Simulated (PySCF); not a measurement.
Molecule: C$_{6}$H$_{7}$ (charge 0, doublet). It need not be the lowest isomer of its formula. 
Coordinates optimised at B3LYP-D3(BJ)/def2-TZVP (Ansatz):
SMILES: C1=C([CH2])CC=C1
```xyz
13

C     -2.1190    -0.1761    -0.2411
C     -0.7739    -0.0943    -0.0852
C      0.1405    -1.1604     0.1287
C      1.4548    -0.6495     0.2396
C      1.4512     0.7116     0.1083
C      0.0448     1.1887    -0.1089
H     -2.7260     0.7053    -0.3997
H     -2.6279    -1.1305    -0.2113
H     -0.1372    -2.2022     0.1951
H      2.3349    -1.2553     0.4050
H      2.3128     1.3603     0.1508
H     -0.0678     1.7179    -1.0608
H     -0.2788     1.8845     0.6722
```
Charge 0, spin multiplicity 2.

Dispersion corrections to the total energy (kcal/mol) from the dftd3 and dftd4 libraries through PySCF: D3(BJ) without and D4 with the three-body term, each with the damping fitted for the functional named.

```csv
functional,D3(BJ),D4
BLYP,[?],-15.47
B3LYP,-12.06,-11.02
B2GP-PLYP,-4.06,-2.87
BHLYP,[?],-7.71
PBE0,-6.03,[?]
r2SCAN,-1.97,-1.73
TPSS,-8.82,-9.33
```

Task: What belongs in the gaps?

Result: 
- BLYP, D3(BJ): -14.82
- BHLYP, D3(BJ): -9.26
- PBE0, D4: -5.76
